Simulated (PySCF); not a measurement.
Geometry:
| atom | x (Å) | y (Å) | z (Å) |
| --- | --- | --- | --- |
| C1 | 2.891 | -0.062 | -0.501 |
| C2 | 1.502 | 0.428 | -0.146 |
| S3 | 0.358 | -1.033 | -0.108 |
| O4 | 0.759 | -1.817 | 1.058 |
| C5 | -1.169 | -0.069 | 0.471 |
| C6 | -2.225 | -1.122 | 0.764 |
| C7 | -1.555 | 0.871 | -0.609 |
| N8 | -1.491 | 2.125 | -0.614 |
| H9 | 3.199 | -0.831 | 0.204 |
| H10 | 3.610 | 0.754 | -0.461 |
| H11 | 2.902 | -0.485 | -1.504 |
| H12 | 1.112 | 1.122 | -0.888 |
| H13 | 1.489 | 0.884 | 0.843 |
| H14 | -0.872 | 0.452 | 1.386 |
| H15 | -1.807 | -1.874 | 1.431 |
| H16 | -3.094 | -0.673 | 1.242 |
| H17 | -2.544 | -1.610 | -0.155 |
| H18 | -1.925 | 0.406 | -1.519 |
| H19 | -1.149 | 2.545 | 0.251 |

Method: GFN2-xTB structure, GIAO PBE0/pcSseg-1 shieldings, in PySCF 2.14.0 with density-fitted response routines (no solvent model, averaged over atoms made equivalent by symmetry, fast rotation or ring inversion, non-relativistic Hamiltonian, one computed conformer).

References, each an isolated molecule treated in the same way: TMS for 13C (σ = 186.93 ppm).

Q: Do the 13C shifts follow the atomic charges (in e)? Tabulate both.

A: 
```csv
atoms,hybridisation,δ (ppm),σ para (ppm),Hirshfeld,IAO,Mulliken,ESP-fitted
C7,–,177.1,-245,+0.04,+0.03,+0.10,+0.36
C5,–,82.2,-153,-0.04,-0.27,-0.49,+0.00
C2,–,55.2,-126,-0.08,-0.40,-0.40,+0.03
C6,–,14.0,-74,-0.12,-0.43,-0.20,-0.35
C1,–,10.4,-69,-0.12,-0.43,-0.27,-0.27
```

Correlation coefficients of δ with charge over these carbons: Hirshfeld +1.00, IAO +0.98, Mulliken +0.56, ESP-fitted +0.96; with the paramagnetic shielding -1.00. With so few points these coefficients are fragile. Charge is one influence among several: hybridisation and low-lying excitations act through the paramagnetic term.

Shifts are as computed. Against solution values, carbons near 30 ppm lie about +3 ppm off and those near 130 ppm about +5 ppm (rms about the fit 2.1 ppm; single classes can miss by 10 ppm). Of 1328 compounds with measured shifts, 309 miss one by over three times the rms of a fit or turn the order of signals round; such compounds aren't used in these exercises. Signals without a measured value on file couldn't be tested in this way; 1H shifts scatter by 0.2 ppm about their fit, and single ones miss by 0.5 ppm.
